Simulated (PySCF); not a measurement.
C4H5Cl2F, SMILES C=C(F)CC(Cl)Cl.

Coordinates come from a r2SCAN-D4/def2-SVP optimisation. This is a generated structure with no PubChem entry under its InChIKey; it may be hypothetical. One conformer was computed; it need not be the lowest.

Two levels are set side by side: TDA-PBE/def2-SVPD (PySCF) and TDA-B3LYP/def2-SVPD (PySCF). Vertical, same geometry. The lowest singlet is HOMO→LUMO 81 %, HOMO→LUMO+1 18 % with PBE and HOMO→LUMO 69 %, HOMO→LUMO+1 30 % with the other functional; states are paired by order. Differences are taken from unrounded values.

| quantity | TDA-B3LYP | TDA-PBE | TDA-PBE minus TDA-B3LYP |
|---|---|---|---|
| lowest singlet excitation (eV) | 6.03 | 5.10 | -0.92 |
| lowest triplet excitation (TDA) (eV) | 4.28 | 4.30 | 0.01 |

Functionals without exact exchange tend to place singlet excitations lower, as here. Differences between two approximate levels are no errors against the true value.

Rough cost on one machine, each run with all the roots and properties that it gave: TDA-B3LYP against TDA-PBE about 3 times.
